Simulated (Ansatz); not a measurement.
The same ligand exchange along the group F, Cl, Br.

Computed with Ansatz on PBE0-D4/def2-TZVP structures; ΔE is electronic, products minus reactants. CBS: MP2 limit from def2 TZ/QZ plus the TZ coupled-cluster correction, frozen cores. This one scheme is used for every species. Elements past krypton have def2 core potentials. For Br, In outer-core shells are correlated without core-valence functions, which leaves a few kJ/mol of doubt a bond. Scalar relativity is left out up to krypton. One conformer a species, not always the lowest.

Question: Order these by ΔE at CCSD(T)/CBS, lowest first. (Best estimate.)
A. `[OH][InH][Br]` + `N[SiH3]` → `[OH][InH][NH][SiH3]` + HBr
B. `[OH][InH][Cl]` + `N[SiH3]` → `[OH][InH][NH][SiH3]` + HCl
C. `[OH][InH][F]` + `N[SiH3]` → `[OH][InH][NH][SiH3]` + H–F

Answer: C (+6.4 kcal/mol), B (+21.8 kcal/mol), A (+24.9 kcal/mol).

Largest T1 diagnostic: 0.017, for `[OH][InH][F]`.
